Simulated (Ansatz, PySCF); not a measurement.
Ansatz (an electronic-structure program) was given this input:
Ansatz 0.2 input:
```yaml
crystal:
  periodic: [false, false, false]
  atoms:
    - {symbol: Ca, position_ang: [-0.00000000, -0.00000000, -0.61305209]}
    - {symbol: F, position_ang: [0.00000000, 0.00000000, 1.36233797]}
basis:
  gaussian:
    orbitals: cc-pVDZ
hamiltonian:
  xc: {name: wB97X}
total_charge: 1
accuracy: high
```

**Question.** Give the equivalent PySCF input.

**Answer.** One answer among several that fit: 
```python
from pyscf import gto, scf, dft

mol = gto.Mole()
mol.atom = '''
    Ca   -0.00000000   -0.00000000   -0.61305209
    F     0.00000000    0.00000000    1.36233797
'''
mol.basis = 'cc-pvdz'
mol.charge = 1
mol.verbose = 4
mol.build()

mf = dft.RKS(mol)
mf.xc = 'wb97x'
mf.grids.atom_grid = (99, 590)
mf.grids.prune = None
mf.kernel()
```

Both were run: Ansatz gave -777.259249 Eh and PySCF -777.259249 Eh, 0.000 mEh apart.
